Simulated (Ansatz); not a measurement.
Reactions of BH10NSi3 (`BN([SiH3])[SiH2][SiH3]`).

Gas-phase electronic energies from Ansatz, PBE0-D4/def2-TZVP geometries. CCSD(T)/CBS is the MP2 limit (def2-TZVPP, def2-QZVPP) plus CCSD(T) − MP2 in def2-TZVPP, frozen cores. This one scheme is used for every species, atoms too. For atomizations the MP2-based limit and the directly extrapolated one differ by several kJ/mol either way, and by 10 to 25 for some Ge, Se and Sn compounds, so smaller differences from it don't rank the levels. Open shells (•) are unrestricted, without spin–orbit coupling. Spin–orbit coupling would lower the free atoms: a little for B, Si. One conformer a species, not always the lowest.

Q: Order these by ΔE at CCSD(T)/CBS, lowest first. (An estimate is asked.)
A. `BN([SiH3])[SiH2][SiH3]` → B• + 10 H• + N• + 3 Si•
B. `BN([SiH3])[SiH2][SiH3]` + `O=C(O)O` → `O=C(O)O[SiH2][SiH3]` + `BN[SiH3]`
C. `BN([SiH3])[SiH2][SiH3]` → `B[N][SiH3]`• + `[SiH2][SiH3]`•
D. `BN([SiH3])[SiH2][SiH3]` + H₂ → `BN([SiH3])[SiH3]` + SiH₄
E. `BN([SiH3])[SiH2][SiH3]` → `[SiH3]`• + `BN([SiH2])[SiH3]`•

A: B (-41.0 kJ/mol), D (-20.5 kJ/mol), E (+334.3 kJ/mol), C (+425.1 kJ/mol), A (+4819.8 kJ/mol).

Largest T1 diagnostic: 0.026, for `B[N][SiH3]`•, so its coupled-cluster energy is less sure.
